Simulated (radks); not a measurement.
Values are calculated unless marked as measured or tabulated.
Question: These are the eigenvalues of the occupied orbitals of an atom or ion with whole-number occupations (eV). Level of theory: scalar-relativistic Kohn-Sham, PBEsol, spin-polarised, spherical densities, point nucleus (a radial shooting solver on a logarithmic mesh with Libxc functionals).

orbital  eigenvalue
1s up     -2347.425
1s down   -2339.930
2s up     -388.8439
2s down   -374.3142
2p up     -347.5649

Which element is it, and in what charge state? The configuration may be excited. Open shells, if any, are filled with parallel spins first.

Answer: Z = 15, phosphorus, charge +8: P8+ in [He] 2s2 2p3. The list shows which subshells hold electrons but not how many an open one holds; the 1s level, -86.266 hartree, gives Z - s = 13.1 by -(Z - s)^2/2, which with screening and relativity narrows Z to a few neighbours, and the depths of the outer levels then fix element, charge and occupations together.
